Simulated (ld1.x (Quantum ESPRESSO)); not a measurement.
**arsenic, RRKJ: configuration errors across variants**

```
Element                 : As
Generator               : ld1.x (Quantum ESPRESSO) 7.5
Type                    : norm-conserving RRKJ (Kleinman–Bylander form)
Functional              : LDA (PZ)
Relativity              : scalar-relativistic
Frozen core             : [Ar] 3d10
Valence charge          : 5
Reference configuration : 4s1.5 4p3.5
Partial waves           : 4p (bound): rc 2.15 bohr; 4d channel at -0.05 Ry: rc 1.95 bohr; 4s (bound): rc 1.35 bohr
Local potential         : the s channel
Core correction         : a·sin(br)/r model core inside 1.00 bohr
```

All-electron excitation energies from the reference (eV): (1) 4s2 4p3 -4.710; (2) 4s2 4p2 4.615; (3) 4s2 4p1 22.778; (4) 4s1 4p0 101.932; (5) 4s0 4p5 14.496; (6) 4s2 4p2.5 -1.073; (7) 4s2 4p3.3 -5.988; (8) 4s1.5 4p3.5 spin -1.381; (9) 4s2 4p3 spin -6.034.

Spin tests fill each open shell by Hund’s rule, majority spin first.

3 further variants failed, have other tests or another functional or relativity, and are left out.

A true bound ghost makes a file unfit for plane-wave use even where its test errors are small: the radial tests pick states by their node count and pass the ghost by.

Errors AE − PS in meV (a dash: test not solved or not reliable):

| change | (1) | (2) | (3) | (4) | (5) | (6) | (7) | (8) | (9) | bound ghosts |
| --- | --- | --- | --- | --- | --- | --- | --- | --- | --- | --- |
| base | -2.7 | -3.2 | -12 | -225 | -32 | -2.5 | -3.0 | +8.4 | +6.9 | d |
| type TM; local potential all-electron potential smoothed inside 1.55 bohr (lloc = -1) | -0.8 | -1.5 | -8.9 | -258 | -12 | -1.2 | -0.4 | -2.6 | -1.8 | none |
| wave 4p (bound): rc 2.15 bohr becomes 4p (bound): rc 3.20 bohr | +0.6 | -2.3 | -35 | -470 | -0.2 | +0.8 | 0.0 | -25 | -25 | d, p |
| wave 4s (bound): rc 1.35 bohr becomes 4s (bound): rc 2.08 bohr | -5.3 | -6.5 | -13 | -193 | -62 | -5.0 | -6.1 | +4.3 | +6.2 | none |
| core correction a·sin(br)/r model core inside 1.52 bohr | -1.8 | -2.8 | -11 | -154 | -22 | -1.8 | -2.1 | +52 | +33 | d |
| wave 4d channel at -0.05 Ry: rc 1.95 bohr becomes 4d channel at 1.79 Ry: rc 1.95 bohr | -2.7 | -3.2 | -12 | -225 | -32 | -2.5 | -3.0 | +8.4 | +6.9 | none |
| wave 4d channel at -0.05 Ry: rc 1.95 bohr becomes 4d channel at -0.05 Ry: rc 1.92 bohr | -2.7 | -3.2 | -12 | -225 | -32 | -2.5 | -3.0 | +8.4 | +6.9 | d |
| local potential the p channel | -1.2 | -1.9 | -19 | -357 | -12 | -1.0 | -1.3 | -3.5 | -3.9 | d |

**Question.** Give the same row for: all radii but the core radius scaled by about 1.28 (s 1.72, p 2.74, d 2.50 bohr).

**Answer.** -0.4, -1.8, -23, -370, -9.5, -0.1, -0.9, -14, -14; bound ghosts: p.
